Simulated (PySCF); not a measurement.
F₃Ti, doublet, at a GFN2-xTB geometry (such geometries of metal compounds can be far from the true shape); DF-PBE/6-31G* (PySCF).

Input for PySCF:
```python
from pyscf import gto, scf, dft

mol = gto.Mole()
mol.atom = '''
    Ti    0.000000   -0.000000   -0.000000
    F    -1.448907   -0.873064    0.071654
    F     0.020423    1.552420   -0.675486
    F     1.428485   -0.679356    0.603833
'''
mol.basis = '6-31g*'
mol.charge = 0
mol.spin = 1
mol.verbose = 4
mol.build()

mf = dft.UKS(mol)
mf.xc = 'pbe'
mf = mf.density_fit(auxbasis='def2-universal-jkfit')
mf.kernel()
```

**Question.** Write the output that PySCF gives for this input, abridged.

**Answer.** 
```
PySCF version 2.14.0

[INPUT] verbose = 4
[INPUT] num. atoms = 4
[INPUT] num. electrons = 49
[INPUT] charge = 0
[INPUT] spin (= nelec alpha-beta = 2S) = 1
[INPUT] symmetry False subgroup None
[INPUT] Mole.unit = angstrom
[INPUT] Symbol           X                Y                Z      unit          X                Y                Z       unit  Magmom
[INPUT]  1 Ti     0.000000000000   0.000000000000   0.000000000000 AA    0.000000000000   0.000000000000   0.000000000000 Bohr   0.0
[INPUT]  2 F     -1.448907000000  -0.873064000000   0.071654000000 AA   -2.738037409965  -1.649851849217   0.135406435730 Bohr   0.0
[INPUT]  3 F      0.020423000000   1.552420000000  -0.675486000000 AA    0.038593876642   2.933648630297  -1.276483540978 Bohr   0.0
[INPUT]  4 F      1.428485000000  -0.679356000000   0.603833000000 AA    2.699445423049  -1.283796781080   1.141078994974 Bohr   0.0

nuclear repulsion = 229.498952644584
number of shells = 30
number of NR pGTOs = 178
number of NR cGTOs = 76
basis = 6-31g*
ecp = {}

******** <class 'pyscf.df.df_jk.DFUKS'> ********
method = DFUKS
initial guess = minao
damping factor = 0
level_shift factor = 0
DIIS = <class 'pyscf.scf.diis.CDIIS'>
diis_start_cycle = 1
diis_space = 8
diis_damp = 0
SCF conv_tol = 1e-09
SCF conv_tol_grad = None
SCF max_cycles = 50
direct_scf = False
number electrons alpha = 25  beta = 24
XC library pyscf.dft.libxc version 7.1.2
    S. Lehtola, C. Steigemann, M. J. T. Oliveira, and M. A. L. Marques,  SoftwareX 7, 1–5 (2018)
XC functionals = pbe
    J. P. Perdew, K. Burke, and M. Ernzerhof,  Phys. Rev. Lett. 77, 3865 (1996)
    J. P. Perdew, K. Burke, and M. Ernzerhof,  Phys. Rev. Lett. 78, 1396 (1997)
    J. P. Perdew, K. Burke, and M. Ernzerhof,  Phys. Rev. Lett. 77, 3865 (1996)
    J. P. Perdew, K. Burke, and M. Ernzerhof,  Phys. Rev. Lett. 78, 1396 (1997)
radial grids:
    Treutler-Ahlrichs [JCP 102, 346 (1995); DOI:10.1063/1.469408] (M4) radial grids

becke partition: Becke, JCP 88, 2547 (1988); DOI:10.1063/1.454033
pruning grids: <function nwchem_prune>
grids dens level: 3
symmetrized grids: False
atomic radii adjust function: <function treutler_atomic_radii_adjust>
small_rho_cutoff = 0
Set gradient conv threshold to 3.16228e-05
tot grids = 63696
init E= -1148.56608172047

cycle= 1 E= -1148.39122799819  delta_E= 0.175  |g|= 0.814  |ddm|= 1.54
cycle= 2 E= -1141.45491485928  delta_E= 6.94  |g|=  4.9  |ddm|= 2.16
cycle= 3 E= -1148.53363541221  delta_E= -7.08  |g|= 0.499  |ddm|= 1.82
cycle= 4 E= -1148.59230634493  delta_E= -0.0587  |g|= 0.224  |ddm|= 0.486
cycle= 5 E= -1148.61488756303  delta_E= -0.0226  |g|= 0.0288  |ddm|= 0.143
cycle= 6 E= -1148.61524484834  delta_E= -0.000357  |g|= 0.00113  |ddm|= 0.02
cycle= 7 E= -1148.61524528769  delta_E= -4.39e-07  |g|= 0.000376  |ddm|= 0.000847
cycle= 8 E= -1148.61524535208  delta_E= -6.44e-08  |g|= 0.00013  |ddm|= 0.000382
cycle= 9 E= -1148.61524535559  delta_E= -3.51e-09  |g|= 9.16e-05  |ddm|= 0.000118
cycle= 10 E= -1148.6152453589  delta_E= -3.31e-09  |g|= 4.6e-06  |ddm|= 5.97e-05
cycle= 11 E= -1148.61524535891  delta_E= -1.3e-11  |g|= 4.16e-07  |ddm|= 4.82e-06
Extra cycle  E= -1148.61524535892  delta_E= -4.55e-12  |g|= 1.44e-06  |ddm|= 1.26e-06
converged SCF energy = -1148.61524535892  <S^2> = 0.75191995  2S+1 = 2.001919
```
